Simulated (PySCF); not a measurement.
## Core-level binding energies of `BC#CCCl`

Compound: C₃H₄BCl.
Cartesian coordinates in Å at the PBE0-D3(BJ)/def2-SVP level; atoms count from 1:
```xyz
9
C3H4BCl angstrom
B      1.6824    1.3533    0.2994
C      0.5846    0.4666   -0.2143
C     -0.3120   -0.2540   -0.6336
C     -1.3579   -1.1172   -1.1196
Cl    -2.6780   -0.2529   -1.9755
H      2.6205    0.8718    0.8873
H      1.6267    2.5461    0.1245
H     -1.8154   -1.6664   -0.2831
H     -0.9441   -1.8584   -1.8196
```

The calculation used delta-SCF UKS SCAN, pcX-2 on the ionised atom, pcseg-1 elsewhere, spin-free X2C in PySCF 2.14.0. These are vertical core ionisation energies against the vacuum level, from separate self-consistent calculations with and without the core hole.

Question: Give the core binding energies atom by atom.

Answer: 
```json
{"atom(s)": "Cl5", "bonded to": "C", "level": "Cl 1s", "binding energy (eV)": "2828.61", "2p1/2 (eV)": "–", "above the level's lowest (eV)": "0.00", "count": "1"}
{"atom(s)": "C4", "bonded to": "Cl, C and 2 H", "level": "C 1s", "binding energy (eV)": "293.39", "2p1/2 (eV)": "–", "above the level's lowest (eV)": "+2.84", "count": "1"}
{"atom(s)": "C3", "bonded to": "C (triple bond) and C", "level": "C 1s", "binding energy (eV)": "291.22", "2p1/2 (eV)": "–", "above the level's lowest (eV)": "+0.67", "count": "1"}
{"atom(s)": "C2", "bonded to": "C (triple bond) and B", "level": "C 1s", "binding energy (eV)": "290.55", "2p1/2 (eV)": "–", "above the level's lowest (eV)": "0.00", "count": "1"}
{"atom(s)": "Cl5", "bonded to": "C", "level": "Cl 2p3/2", "binding energy (eV)": "206.01", "2p1/2 (eV)": "207.67", "above the level's lowest (eV)": "0.00", "count": "1"}
```

The listed C 1s values span 2.84 eV, from C2 (bonded to C (triple bond) and B) to C4 (bonded to Cl, C and 2 H). Summing the Pauling electronegativity differences to the bonded atoms, each weighted by its formal bond order, gives -0.51 for the lowest site and -0.09 for the highest; the largest sum, 0.00, belongs to C3, 2.17 eV below the top.

Question: Express the binding energy of Cl 2p3/2 of Cl5 in atomic units and per mole.

Answer: 206.01 eV = 7.5707 Eh = 19877 kJ/mol.

Not every level is listed. Spin contamination (⟨S²⟩ against 0.75 for a pure doublet) is marked for C 1s of C3 (0.88), which makes this value less certain. 2p3/2 and 2p1/2 are the ΔSCF energy of one spin-free 2p hole plus the eigenvalues of a spin–orbit and ligand-field matrix of the shell. 2p1/2 minus 2p3/2 (ligand field included): Cl 1.65 eV. No level of boron is listed. Isolated species at its PBE0-D3(BJ)/def2-SVP geometry, gas phase.
